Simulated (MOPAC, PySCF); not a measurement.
C3H7B, SMILES `B/C=C\C`, neutral singlet in the gas phase. 

Cartesian coordinates (Å):
```xyz
11

B      1.7444    -0.3738     0.0969
C      0.7858     0.7972    -0.1193
C     -0.5594     0.7158    -0.1317
C     -1.3968    -0.4946     0.0545
H      1.3499    -1.4916     0.2659
H      2.9278    -0.1898     0.1014
H      1.1951     1.7939    -0.2762
H     -1.1289     1.6324    -0.2944
H     -2.0644    -0.3580     0.9120
H     -0.8062    -1.3953     0.2062
H     -2.0474    -0.6361    -0.8151
```
Charge 0, spin multiplicity 1.

All levels are single points at this geometry (PBE0-D4/def2-TZVP); Pople sets use spherical d functions. Orbital energies aren't observables, and empty levels follow the basis.

PBE-D3(BJ)/def2-TZVP in PySCF gives HOMO (eV) = -6.91.

### Question
Estimate the HOMO (eV) from each of these levels: B3LYP-D3(BJ)/def2-TZVP in PySCF; PBE0-D4/def2-TZVP in PySCF; B3LYP/6-31G* in PySCF; BP86/6-31G* in PySCF; M06-2X/6-31G* in PySCF; PBE/6-31G* in PySCF; HF/3-21G in PySCF; HF/6-31G* in PySCF; HF/STO-3G in PySCF; PM3 in MOPAC; PM6 in MOPAC; PM7 in MOPAC.

### Answer

```json
[
 {"level": "B3LYP-D3(BJ)/def2-TZVP in PySCF", "HOMO (eV)": "-7.70"},
 {"level": "PBE0-D4/def2-TZVP in PySCF", "HOMO (eV)": "-7.92"},
 {"level": "B3LYP/6-31G* in PySCF", "HOMO (eV)": "-7.42"},
 {"level": "BP86/6-31G* in PySCF", "HOMO (eV)": "-6.71"},
 {"level": "M06-2X/6-31G* in PySCF", "HOMO (eV)": "-8.84"},
 {"level": "PBE/6-31G* in PySCF", "HOMO (eV)": "-6.62"},
 {"level": "HF/3-21G in PySCF", "HOMO (eV)": "-10.09"},
 {"level": "HF/6-31G* in PySCF", "HOMO (eV)": "-9.96"},
 {"level": "HF/STO-3G in PySCF", "HOMO (eV)": "-8.54"},
 {"level": "PM3 in MOPAC", "HOMO (eV)": "-10.64"},
 {"level": "PM6 in MOPAC", "HOMO (eV)": "-10.20"},
 {"level": "PM7 in MOPAC", "HOMO (eV)": "-10.27"}
]
```
